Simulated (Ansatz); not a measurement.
The lowest singlet and triplet of CHF (SMILES [CH]F); geometries from B3LYP-D3(BJ)/def2-TZVP, each state relaxed from the structure named, with no frequency check.
Singlet at the triplet's geometry (charge 0, multiplicity 1):
```csv
atom,x (Å),y (Å),z (Å)
C,-0.6204,0.3352,0.0000
F,0.5820,-0.1918,0.0000
H,-1.5160,-0.2851,0.0000
```

A positive gap puts the triplet lower; no zero-point energy. R- takes a restricted singlet. U- takes an unrestricted singlet (broken symmetry where lower, unprojected). The triplet is unrestricted in single-reference levels. Active spaces average the two states.

Cores are frozen in the correlated methods.

Run with Ansatz (an electronic-structure program). 

```csv
level,"gap E(singlet) − E(triplet), vertical, at the triplet's geometry (kJ/mol)"
U-HF/cc-pVDZ (spin-contaminated),23.1
R-r2SCAN/def2-TZVPP,32.7
R-PBE0/def2-TZVPP,14.1
U-B2PLYP/def2-TZVPP (spin-contaminated),-19.6
R-MP2/cc-pVDZ,7.2
R-MP2/cc-pVTZ,-2.5
R-MP2/cc-pVQZ,-6.0
R-CCSD/cc-pVQZ,___
"SA-CASSCF(2,2)/cc-pVQZ",___
```

Question: What belongs in the gaps?

Answer: 
- R-CCSD/cc-pVQZ, gap E(singlet) − E(triplet), vertical, at the triplet's geometry (kJ/mol): -12.9
- SA-CASSCF(2,2)/cc-pVQZ, gap E(singlet) − E(triplet), vertical, at the triplet's geometry (kJ/mol): 13.2

Doubts at one or more of the structures used: a restricted determinant that unrestricted orbitals would lower (R-r2SCAN/def2-TZVPP, R-PBE0/def2-TZVPP, R-MP2/cc-pVDZ, R-MP2/cc-pVTZ, R-MP2/cc-pVQZ, R-CCSD/cc-pVQZ).
